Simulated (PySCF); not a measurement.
C₃H₈ClOSi₂ (doublet state).
Z-matrix (Å and degrees, GFN2-xTB geometry), rows numbered from 1:
```
C 
C   1  1.4551
C   2  1.5360  1  112.89
Si  3  1.9035  2  107.15  1   -78.84
Cl  4  2.0001  3  113.31  2  -140.21
O   4  1.6360  3   98.74  2   -25.94
Si  6  1.6373  4  120.15  3     3.79
H   1  1.0729  2  120.73  3  -158.73
H   1  1.0724  2  120.56  3    26.95
H   2  1.0923  1  110.95  3   126.21
H   3  1.0932  2  109.34  1   162.51
H   3  1.0900  2  109.95  1    45.72
H   4  1.4533  3  117.82  2    88.09
H   7  1.4505  2  114.15  1   -23.11
H   7  1.4609  2  114.00  1  -159.48
```

The hyperfine couplings belong to this conformer and change with its torsions.

As a line formula: `[C@@H]1([SiH2]O[Si@H](Cl)C1)[CH2]` [radical].

Theory: PySCF 2.14.0, UKS B3LYP, pcH-1 on C Cl H O Si, non-relativistic, mean-field spin-orbit, GIAO. One conformer (not necessarily the lowest) at the GFN2-xTB geometry, without solvent, vibrations or thermal averaging. A GFN2-xTB geometry isn't a minimum of the functional, and hyperfine couplings can be far from their values at a DFT geometry. No stability test was run, so a lower SCF solution isn't excluded.

The Mulliken spin populations are largest on C1 (+1.00), Si7 (+0.07) and C2 (-0.07). C1 is the only atom above +0.15. The angles at C1 add up to 359.8°, so it is planar; its axial dipolar tensor and the negative couplings of its protons fit spin in a p orbital normal to that plane.

Q: McConnell's relation a(H) = Q·ρ ties the coupling of a proton on a planar π carbon to the spin population of that carbon. What Q do the computed values give?

A: 
| H | C | ρ(C) | a(H) (G) | a/ρ (G) |
| --- | --- | --- | --- | --- |
| H8 | C1 | +1.003 | -21.13 | -21.1 |
| H9 | C1 | +1.003 | -21.58 | -21.5 |

These protons share one ρ (within 0.01), so their mean ratio, Q = -21.3 G, is no test of linearity.

Couplings in gauss use g_iso = 2.0024.
